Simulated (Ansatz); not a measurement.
Stretching the Sn1–F2 bond in F2H2Sn (SMILES [F][SnH2][F]) (multiplicity 1 held, fragments rigid). Energies count from the point at 1.923 Å.
Geometry at that point (charge 0, multiplicity 1):
```tsv
atom	x (Å)	y (Å)	z (Å)
Sn	-0.0384	-0.2808	0.0128
F	1.5623	0.6839	-0.4401
F	-1.3168	1.1137	0.3579
H	0.2553	-1.0588	1.4914
H	-0.5477	-1.0810	-1.3936
```

Signs of static correlation in def2-TZVPP, from Ansatz (a first-principles code) runs.

```
R (Å)  T1 of restricted CCSD  ⟨S²⟩ of UHF  largest double amplitude of restricted CCSD
-----  ---------------------  -----------  -------------------------------------------
1.538                  0.012        0.000                                        0.051
1.731                  0.013        0.000                                        0.055
1.923                  0.014        0.000                                        0.060
2.115                  0.015        0.000                                        0.059
2.308                  0.017        0.000                                        0.049
2.596                  0.022        0.000                                        0.074
2.884                    ___          ___                                        0.103
3.365                  0.052        0.952                                        0.171
3.846                  0.095        0.994                                        0.332
4.423                  0.175        1.006                                        0.804
5.192                  0.258        1.008                                        1.623
6.153                  0.265        1.008                                        1.857
```

**Question.** Some entries are withheld; supply them.

**Answer.** 
- 2.884, T1 of restricted CCSD: 0.029
- 2.884, ⟨S²⟩ of UHF: 0.746

Doubts at one or more of the structures used: a restricted determinant that unrestricted orbitals would lower (R-CCSD(T)/def2-TZVPP); T1 above 0.05 (R-CCSD(T)/def2-TZVPP, U-CCSD(T)/def2-TZVPP); other coupled-cluster roots lie near (R-CCSD(T)/def2-TZVPP); a spin-contaminated determinant (U-CCSD(T)/def2-TZVPP).
